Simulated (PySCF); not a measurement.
CH₇BN₂O. Atoms are numbered in the order given.

```xyz
12

C      1.9243    -0.0149     0.4724
N      0.7805    -0.5430    -0.2162
B     -0.5445    -0.0123    -0.1513
N     -0.8457     1.1503     0.6037
O     -1.5978    -0.6305    -0.7988
H      2.6473    -0.8081     0.7250
H      1.6106     0.4360     1.4270
H      2.4761     0.7619    -0.0943
H      0.9965    -1.2378    -0.9185
H     -1.7950     1.4887     0.6599
H     -0.1527     1.8048     0.9308
H     -1.3680    -1.5015    -1.1291
```

Coordinates come from a PBE0-D3(BJ)/def2-SVP optimisation. This is a generated structure with no PubChem entry under its InChIKey; it may be hypothetical. Other conformers were not sampled.

Calculation: PBE/pcSseg-1 run with PySCF.

GIAO shieldings, no solvent; atoms listed in one row are averaged. δ = σ(ref) − σ: ¹³C against TMS (σ = 182.0 ppm); ¹⁵N against NH3 (σ = 267.0 ppm); ¹¹B against BF3 (σ = 83.9 ppm); ¹⁷O against H2O (σ = 334.3 ppm); ¹H against TMS (σ = 31.49 ppm), references at their B3LYP-D3(BJ)/def2-TZVP geometries, non-relativistic.

Question: Estimate the chemical shifts. (An estimate is asked for; the answer gives what the named calculation found.)

Answer: 
```tsv
nucleus	atoms	count	δ (ppm)
¹³C	C1	1	32.5
¹⁵N	N2	1	57.3
¹⁵N	N4	1	49.2
¹¹B	B3	1	9.1
¹⁷O	O5	1	83.0
¹H	H6, H7, H8	3	2.91
¹H	H10	1	1.81
¹H	H12	1	1.76
¹H	H11	1	1.50
¹H	H9	1	0.90
```
